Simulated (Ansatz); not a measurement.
`CB[SiH2][AlH2]` + H₂O → `O[SiH2][AlH2]` + `BC` at 600 K and 1 bar (formal hydrolysis of the Si–B bond).

Gas-phase electronic energies from Ansatz, PBE0-D4/def2-TZVP geometries. CCSD(T)/CBS adds triple-zeta CCSD(T) − MP2 to the extrapolated MP2 energy (def2 sets, frozen cores). This one scheme is used for every species. Each species was taken in one conformer, which may not be the lowest.

```tsv
species	CCSD(T)/CBS energy (Eh)	H − E (kJ/mol)	S (J/(mol·K))
`CB[SiH2][AlH2]`	-598.71139	278.8	489.8
H₂O	-76.37941	76.8	212.8
`O[SiH2][AlH2]`	-609.28590	169.2	403.0
`BC`	-65.83255	180.5	296.9
```

H − E and S are ideal-gas, rigid-rotor, harmonic terms from PBE0-D4/def2-TZVP, for one conformer and one mirror image of each species. 1 Eh = 2625.50 kJ/mol, R = 8.31446 J/(mol·K).

By hand: ΔE, ΔH, ΔS and ΔG.

ΔE = (-609.28590) + (-65.83255) − (-598.71139) − (-76.37941) = -0.02765 Eh = -72.6 kJ/mol. Δ(H − E) = 169.2 + 180.5 − 278.8 − 76.8 = -5.9, so ΔH = -78.5 kJ/mol. ΔS = 403.0 + 296.9 − 489.8 − 212.8 = -2.7 J/(mol·K). ΔG = -78.5 − 600 × (-2.7)/1000 = -76.9 kJ/mol.

By hand: the equilibrium constant, and the temperature at which ΔG would vanish if ΔH and ΔS stayed fixed.

log₁₀ K = −ΔG/(RT ln 10) = 6.7. ΔG = 0 at ΔH/ΔS = 29074 K, far beyond where these terms or the molecules hold.

The number of gas molecules stays the same, so ΔS is small and ΔH decides. A doubt of 5 kJ/mol in ΔE shifts log₁₀ K by 0.4 here. Other conformers and mirror images would add mixing entropy, several J/(mol·K) or more a flexible species. Modes under 60 cm⁻¹, often nearly free rotors, make the harmonic entropy too high. These are equilibria of isolated gas molecules and say nothing of rates. Largest T1 diagnostic: 0.014 (customary marks: 0.02 for closed shells, 0.045 for open ones).
